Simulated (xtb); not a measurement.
CH8FNSi2, SMILES [SiH2]([SiH2]CN)F. All values are semi-empirical tight-binding results from xtb (GFN2-xTB unless named), good for trends rather than for accurate numbers. Geometry optimised at GFN2-xTB. The structure was generated by enumeration, and PubChem lists no compound with its InChIKey, so it may never have been made. The values are those of a single conformer.

Optimised geometry:

Bonds (Å): N1–C2 1.460, N1–H6 1.015, N1–H7 1.015, C2–Si3 1.924, C2–H8 1.093, C2–H9 1.093, Si3–Si4 2.300, Si3–H10 1.475, Si3–H11 1.474, Si4–F5 1.617, Si4–H12 1.461, Si4–H13 1.459. Bond angles (°): C2–N1–H6 110.1, C2–N1–H7 110.1, H6–N1–H7 107.3, N1–C2–Si3 114.8, N1–C2–H8 107.0, N1–C2–H9 106.9, Si3–C2–H8 110.7, Si3–C2–H9 110.6, H8–C2–H9 106.4, C2–Si3–Si4 113.4, C2–Si3–H10 106.2, C2–Si3–H11 106.0, Si4–Si3–H10 111.1, Si4–Si3–H11 114.4, H10–Si3–H11 105.0, Si3–Si4–F5 108.1, Si3–Si4–H12 117.2, Si3–Si4–H13 115.7, F5–Si4–H12 102.4, F5–Si4–H13 102.4, H12–Si4–H13 109.1.
Charge 0, spin multiplicity 1.

Estimate the properties. (The exact figures need the calculation; the answer reports its results.)


The orbital gap is 3.71 eV and the dipole moment comes out as 2.26 D. The zero-point energy comes out as 55.6 kcal/mol, the G − E(el) at 298.15 K (modified RRHO) is 34.2 kcal/mol and the static polarisability (D4 model) is 81.7 bohr³. The solvation energy, GFN2-xTB/ALPB(water) is -3.0 kcal/mol and the solvation energy, GFN2-xTB/ALPB(acetone) is -5.2 kcal/mol.

Computed atomic charges and the Wiberg bond orders between heavy atoms:
charges (e) N1 -0.34, C2 -0.09, Si3 0.37, Si4 0.45, F5 -0.30, H6 0.13, H7 0.13, H8 0.03, H9 0.02, H10 -0.12, H11 -0.10, H12 -0.09, H13 -0.10. Bond orders N1–C2 1.03, C2–Si3 0.88, Si3–Si4 0.82, Si4–F5 1.09.
